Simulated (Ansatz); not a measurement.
A nudged elastic band was laid between two geometries of BH₁₀NOSi₃ (16 atoms, charge 0, multiplicity 1).

Method: RKS B3LYP-D4/6-31G in Ansatz.

```yaml
movable_images: 5
climbing_image: yes
spring: 5.0 eV/Å²
optimiser: quadratic models (default)
start_path: through a guess of the saddle point
force_threshold: 0.5 eV/Å
iteration_limit: 12
end_points: relaxed
```

Initial state:

```xyz
16
Properties=species:S:1:pos:R:3
B -1.327 -1.481 1.142
Si -0.444 -0.938 -0.572
Si 1.855 -1.542 -0.496
Si -0.412 1.449 -0.643
N 0.483 1.915 0.798
O -2.001 2.133 -0.820
H -0.839 -1.137 2.179
H -2.342 -2.108 1.186
H -1.082 -1.474 -1.825
H 2.055 -3.010 -0.757
H 2.406 -1.226 0.865
H 2.638 -0.767 -1.519
H 0.276 2.020 -1.840
H 0.497 1.358 1.640
H 0.935 2.813 0.893
H -2.720 1.974 -0.187
```

Final state:

```xyz
16
Properties=species:S:1:pos:R:3
B -1.331 -1.494 1.191
Si -0.439 -0.940 -0.516
Si 1.854 -1.552 -0.539
Si -0.420 1.447 -0.517
N 0.554 1.954 0.845
O -2.034 2.084 -0.371
H -0.807 -1.230 2.232
H -2.387 -2.049 1.218
H -1.120 -1.417 -1.774
H 2.035 -3.010 -0.857
H 2.455 -1.285 0.812
H 2.606 -0.749 -1.562
H 0.233 2.025 -1.747
H 0.491 1.514 1.751
H 1.050 2.833 0.851
H -2.760 1.845 -0.971
```

**Question.** Which bonds break or form, and what moves?

**Answer.** No bond is made or broken. The height of N5 over the plane of its neighbours goes from -0.04 to -0.08 Å.

**Question.** What energy profile does the band end with?

**Answer.** The forces met the threshold. The highest image is number 2 of 0 to 6, 0.070 eV above the first end and 0.007 eV above the last; the last end lies 0.063 eV above the first. The threshold of 0.5 eV/Å is loose, so the images may lie well off the minimum-energy path. The top lies less than 8 meV above the higher end, about what the thresholds resolve: that end is a shoulder or a very shallow well. The order of the stationary point at the top wasn't checked. Limits of this set-up: no polarisation functions.

```csv
image,path coordinate (Å),energy (eV),height of N5 over the plane of its neighbours (Å)
0,0.00,0.000,-0.04
1,0.40,0.009,-0.06
2,0.79,0.070,-0.06
3,1.02,0.068,-0.09
4,1.24,0.067,-0.09
5,1.45,0.065,-0.09
6,1.67,0.063,-0.08
```

**Question.** What is the geometry of the highest image?

**Answer.** 
```xyz
16
Properties=species:S:1:pos:R:3
B -1.312 -1.422 1.171
Si -0.434 -0.901 -0.555
Si 1.844 -1.556 -0.531
Si -0.383 1.474 -0.609
N 0.493 1.892 0.852
O -1.959 2.212 -0.650
H -0.846 -1.051 2.208
H -2.296 -2.093 1.214
H -1.123 -1.419 -1.788
H 2.021 -3.030 -0.755
H 2.435 -1.203 0.805
H 2.592 -0.799 -1.590
H 0.349 2.058 -1.784
H 0.486 1.302 1.668
H 0.896 2.804 0.997
H -2.786 1.709 -0.609
```

The run took 5.6 min on 1 thread of Arm Neoverse V2, on a shared host, peak memory 0.22 GiB.
